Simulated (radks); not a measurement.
Question: Coherent X-ray form factor from a spherical all-electron density. Calculated with a radial shooting solver on a logarithmic mesh with Libxc functionals: non-relativistic Kohn-Sham, PBEsol, spin-polarised, spherical densities, point nucleus.

| sin(theta)/lambda (1/angstrom) | f0 (electrons) |
|---|---|
| 0.05 | 25.765 |
| 0.1 | 25.084 |
| 0.15 | 24.026 |
| 0.2 | 22.687 |
| 0.25 | 21.173 |
| 0.3 | 19.580 |
| 0.4 | 16.458 |
| 0.5 | 13.731 |
| 0.6 | 11.545 |
| 0.8 | 8.672 |
| 1 | 7.143 |
| 1.25 | 6.061 |
| 1.5 | 5.250 |
| 2 | 3.794 |

The species is in the configuration that NIST lists as its ground one. Which atom or ion scatters so?

Answer: The copper ion Cu3+, [Ar] 3d8. Extrapolating in s^2 from the first two rows gives f0(0) = 26.0, near the electron count 26; among species with that count, the fall with angle is slower the higher Z, and the table is that of Z = 29; from so few rows the species is fixed only to a neighbour or two.
